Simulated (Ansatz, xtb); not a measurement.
# Two structures of AlF2OSi

Structure I: a doublet given by its coordinates. Structure II: `[F][Al][O][Si]F`, a doublet. Both are isolated molecules in the gas phase, relaxed with B3LYP-D3(BJ)/6-311G**; the shapes shown needn't be the lowest conformers.

I (Å):

```yaml
atoms:
  - { symbol: Al, position_ang: [-0.2233, 0.2869, -0.3846] }
  - { symbol: F, position_ang: [-0.0899, 1.8361, 0.1999] }
  - { symbol: F, position_ang: [-1.6184, -0.5701, -0.1037] }
  - { symbol: O, position_ang: [0.8460, -0.2295, -1.6754] }
  - { symbol: Si, position_ang: [2.0020, -1.0671, -0.8561] }
```

Close contacts (Å): Al1–F2 1.66, Al1–F3 1.66, Al1–O4 1.75, Al1–Si5 2.65, O4–Si5 1.65.

II (Å):

```yaml
atoms:
  - { symbol: Al, position_ang: [0.6623, -1.0252, 1.1969] }
  - { symbol: F, position_ang: [-0.4278, -0.5340, -2.3921] }
  - { symbol: F, position_ang: [1.4539, 0.2220, 1.9891] }
  - { symbol: O, position_ang: [-0.6344, -0.6242, 0.1375] }
  - { symbol: Si, position_ang: [-1.5311, -0.3101, -1.1980] }
```

Question: Estimate which is lower in electronic energy at CCSD(T)/def2-SVP, and by roughly how much.

Answer: The CCSD(T)/def2-SVP calculation puts structure I lower, by 0.316 eV.

How the difference moves with the method:

| level | geometry | E(II) − E(I) (eV) | departure from the last row (eV) | job, with rough time for the two |
| --- | --- | --- | --- | --- |
| GFN2-xTB | GFN2-xTB | +0.523 | +0.207 | optimisation, 0.28 s |
| HF/STO-3G | GFN2-xTB | +0.623 | +0.307 | single point, 0.44 s |
| r2SCAN-D4/def2-SVP | GFN2-xTB | +0.296 | −0.020 | single point, 4.1 s |
| B3LYP-D3(BJ)/6-311G** | B3LYP-D3(BJ)/6-311G** | +0.060 | −0.256 | optimisation, 53 s |
| HF/def2-SVP | B3LYP-D3(BJ)/6-311G** | +0.016 | −0.301 | part of the CCSD(T) run |
| MP2/def2-SVP | B3LYP-D3(BJ)/6-311G** | +0.273 | −0.044 | part of the CCSD(T) run |
| CCSD(T)/def2-SVP | B3LYP-D3(BJ)/6-311G** | +0.316 |  | single point, 14 s |

HF/def2-SVP finds them nearly level. The largest departure from CCSD(T)/def2-SVP is that of HF/STO-3G, 0.307 eV. MP2 in a larger basis moves the difference by −0.143 eV, a step that isn't added because spin contamination makes open-shell MP2 unreliable in this search.

With harmonic frequencies from B3LYP-D3(BJ)/6-311G** (ideal gas, rigid rotor, one conformer each, 298.15 K, 1 atm): on the last row, ΔE + ΔZPE = +0.302 eV. A mode under 50 cm⁻¹ makes harmonic enthalpies and free energies unreliable, so none is given.

Open shells are spin-unrestricted. The correlated steps freeze 13 core orbitals. Programs: Ansatz 0.2.0, xtb 6.7.1; the last row on 2 threads of Arm Neoverse V2 on a shared host.
